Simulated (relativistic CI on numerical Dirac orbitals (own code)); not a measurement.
**Slater and spin-orbit integrals, Xe XXXIV**

Computed by Dirac-Coulomb-Breit CI, orbitals from a KLI potential per configuration, QED by a radiative potential, unscaled Slater integrals (own radial code, finite nucleus).

Slater integrals F^k, G^k are unscaled and averaged over j, outside the closed core [Ne]; ζ comes from projecting the Hamiltonian with its Breit term on Σ l·s of the shell.

- 3s²3p⁶3d³: F^2(3d,3d) = 407730, F^4(3d,3d) = 263150, ζ(3d) = 51398 cm⁻¹; <r>(3d) = 0.2502, <r^2>(3d) = 0.07265 (bohr units).
- 3s²3p⁵3d⁴: ζ(3p) = 390100, F^2(3d,3d) = 406880, F^4(3d,3d) = 262580, F^2(3p,3d) = 354710, G^1(3p,3d) = 381390, G^3(3p,3d) = 253830, ζ(3d) = 50777 cm⁻¹; <r>(3p) = 0.2802, <r^2>(3p) = 0.09066, <r>(3d) = 0.2507, <r^2>(3d) = 0.07293 (bohr units).
- 3s3p⁶3d⁴: F^2(3d,3d) = 406540, F^4(3d,3d) = 262350, G^2(3s,3d) = 287420, ζ(3d) = 51102 cm⁻¹; <r>(3s) = 0.2867, <r^2>(3s) = 0.09367, <r>(3d) = 0.2508, <r^2>(3d) = 0.07304 (bohr units).

Q: Give the Racah parameters of the d shell in 3s²3p⁶3d³.

A: B = F²/49 − 5F⁴/441 = 5337 cm⁻¹ and C = 35F⁴/441 = 20885 cm⁻¹.

Averages of the first 10 configurations, taken without configuration mixing, which lowers the lowest level and can move excited configurations by several eV; other configurations of the list can lie among them:

| Configuration | Parity | States | Average energy above the lowest level (eV) |
| --- | --- | --- | --- |
| 3s²3p⁶3d³ | even | 120 | 34.3 |
| 3s²3p⁵3d⁴ | odd | 1260 | 265.5 |
| 3s3p⁶3d⁴ | even | 420 | 453.0 |
| 3s²3p⁶3d²4s | even | 90 | 880.7 |
| 3s²3p⁶3d²4p | odd | 270 | 949.6 |
| 3s²3p⁶3d²4d | even | 450 | 1039.6 |
| 3s²3p⁵3d³4s | odd | 1440 | 1105.0 |
| 3s²3p⁶3d²4f | odd | 630 | 1116.8 |
| 3s²3p⁵3d³4p | even | 4320 | 1174.0 |
| 3s3p⁶3d³4s | even | 480 | 1293.8 |
